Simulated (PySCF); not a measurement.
FOS, SMILES O=[S]F (connectivity only; charge and spin as stated), charge -1, multiplicity 1. Atoms are numbered in the order given.

```xyz
3

O      0.5737    -1.2282     0.0000
S     -0.4928    -0.1485     0.0000
F      0.3660     1.3558     0.0000
```
Charge -1, spin multiplicity 1.

Geometry optimised at PBE0-D3(BJ)/def2-TZVPD. The spin state was assumed, not searched. The isomer is the one that the SMILES or the coordinates give; other isomers of the formula were not compared.

Two levels are set side by side: PBE/pcSseg-2 (PySCF) and KT2/pcSseg-2 (PySCF). GIAO shifts against CFCl3 (¹⁹F), H2O (¹⁷O), H2S (³³S) at the same level; non-relativistic, no solvent, atoms listed together averaged. Differences are taken from unrounded values.

| quantity | PBE |
|---|---|
| δ(¹⁷O) of O1 (ppm) | 487.0 |
| δ(³³S) of S2 (ppm) | 1635.1 |
| δ(¹⁹F) of F3 (ppm) | -276.1 |

Task: These are the PBE values. What does KT2 give? (An estimate is asked for; the answer gives what the named calculation found.)

Result: 
```tsv
quantity	KT2	PBE minus KT2
δ(¹⁷O) of O1 (ppm)	475.7	11.3
δ(³³S) of S2 (ppm)	1550.6	84.5
δ(¹⁹F) of F3 (ppm)	-280.1	4.0
```

Rough cost on one machine, each run with all the roots and properties that it gave: KT2 against PBE within a factor of 2.
